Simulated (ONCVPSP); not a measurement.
## What the settings do to the ONCV potential of europium (Eu)

Base potential:

ONCVPSP 4.0.1 input, shortened (lines: element, Z, core and valence counts, functional; n l f; lmax; l rc ep ncon nbas qcut; lloc lpopt rc5 dvloc0; l nproj debl; icmod fcfact rcfact), PBE, non-relativistic:

```
  Eu 63.00   10    4        4      upf
    1    0    2.00
    2    0    2.00
    2    1    6.00
    3    0    2.00
    3    1    6.00
    3    2   10.00
    4    0    2.00
    4    1    6.00
    4    2   10.00
    4    3    7.00
    5    0    2.00
    5    1    6.00
    5    2    0.50
    6    0    1.50
    2
    0    2.90    0.00    4    9    5.20
    1    2.75    0.00    4    8    5.90
    2    3.30    0.00    3    8    4.40
    4    4    1.70   -1.00
    0    2    0.30
    1    2    2.70
    2    1    2.00
    1    0.55    0.00
```

Cutoffs, loose and tight: the cutoffs (Ha) at which the residual kinetic energy of the hardest occupied pseudo-wave falls to 1 and 0.1 mHa per electron. They do not see the model core or the augmentation charge, which bear on the density cutoff. Test errors are all-electron minus pseudo excitation energies from the reference, over the configurations 5s2 5p6 5d0 6s2; 5s2 5p6 5d0 6s1; 5s2 5p6 5d0 6s0; 5s2 5p5 5d0 6s2. A dash means not determined; rows that change the core or the reference have their own tests.

```csv
change,outcome,"cutoff, loose","cutoff, tight",bound ghosts,GHOST(+) flags above zero,largest test error (meV)
base,generated,6.4 Ha,8.3 Ha,none,none,tests left out (the all-electron energies of this program are off by 10 to 40 meV for near-neutral 4f atoms)
d: rc 2.46,generated,6.9 Ha,8.7 Ha,none,none,tests left out (the all-electron energies of this program are off by 10 to 40 meV for near-neutral 4f atoms)
d: rc 3.26,generated,6.4 Ha,8.3 Ha,none,none,tests left out (the all-electron energies of this program are off by 10 to 40 meV for near-neutral 4f atoms)
d: rc 3.66,generated,6.4 Ha,8.3 Ha,none,none,tests left out (the all-electron energies of this program are off by 10 to 40 meV for near-neutral 4f atoms)
d: rc 3.98,generated,6.4 Ha,8.3 Ha,none,none,tests left out (the all-electron energies of this program are off by 10 to 40 meV for near-neutral 4f atoms)
d: rc 4.32,generated,6.4 Ha,8.3 Ha,none,none,tests left out (the all-electron energies of this program are off by 10 to 40 meV for near-neutral 4f atoms)
d: rc 4.76,generated,6.4 Ha,8.3 Ha,none,d,tests left out (the all-electron energies of this program are off by 10 to 40 meV for near-neutral 4f atoms)
```

Question: What comes out with this change to the base: d: rc 2.64?

Answer: outcome: generated; cutoff, loose: 6.8 Ha; cutoff, tight: 8.3 Ha; bound ghosts: none; GHOST(+) flags above zero: none; largest test error (meV): tests left out (the all-electron energies of this program are off by 10 to 40 meV for near-neutral 4f atoms).

Reading the sweep of the d radius (base included, trends over the rows without a ghost): The loose cutoff stays near 6.4 Ha.
